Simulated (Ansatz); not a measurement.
```yaml
crystal:
  periodic: [false, false, false]
  atoms:
    - {symbol: Ag, position_ang: [0.436817, -0.874273, -1.362665]}
    - {symbol: Ag, position_ang: [-1.216373, 0.772318, -0.116031]}
    - {symbol: Ag, position_ang: [0.779545, 0.101955, 1.478697]}
basis:
  gaussian: {orbitals: def2-TZVP}
magnetization: {spin_polarized: false, initial_magnetization: 1}
hamiltonian: {xc: {name: PBE0}, dispersion: d3bj}
output: {forces: true}
```

```sh
$ ansatz run in.yaml --threads 4 --pin off --events-out ev --progress --plain --max-ram 3916MiB
```

Output, abridged:

```
Functional definition: PBE0
1170 factors; integrals over basis functions are off by at most 4.0e-4 eV
mean field evaluation 1: about -11995.6082 eV, gradient 5.1e1 eV
mean field evaluation 2: about -11995.7106 eV, gradient 5.1e1 eV
mean field evaluation 4: about -11999.7179 eV, gradient 3.4e0 eV
mean field evaluation 8: about -11999.7423 eV, gradient 3.7e-1 eV
mean field evaluation 16: about -11999.7426 eV, gradient 3.6e-4 eV
mean field evaluation 32: about -11992.4008 eV, gradient 3.3e1 eV
mean field evaluation 64: about -11999.7426 eV, gradient 4.5e-2 eV
mean field evaluation 96: about -11999.6125 eV, gradient 8.1e-1 eV
mean field -11999.74258750 eV, -440.9824063728 hartree, gradient 1.6e-5 eV, S^2 0.750000; 5 other end points of the search recorded, 0 dependent functions left out
reference -11999.74262008 eV, -440.9824075704 hartree; 29, 28 occupied and 91, 92 virtual orbitals, 1170 factors
Total energy: -11999.85552124 eV, -440.9865566114 hartree
Atom 0 at     0.436817    -0.874273    -1.362665 Å, force     0.005439    -0.010725    -0.016588 eV/Å
Atom 1 at    -1.216373     0.772318    -0.116031 Å, force    -0.024353     0.012682    -0.008866 eV/Å
Atom 2 at     0.779545     0.101955     1.478697 Å, force     0.018914    -0.001956     0.025455 eV/Å
Dipole moment:    -0.118618     0.076345    -0.008891 e Å
```

It took 13 s on 4 threads of Arm Neoverse V1 on a shared host.

In the def2 sets Ag takes a core potential; there is no spin–orbit coupling.

With spin_polarized false and unpaired electrons the run is restricted open-shell.
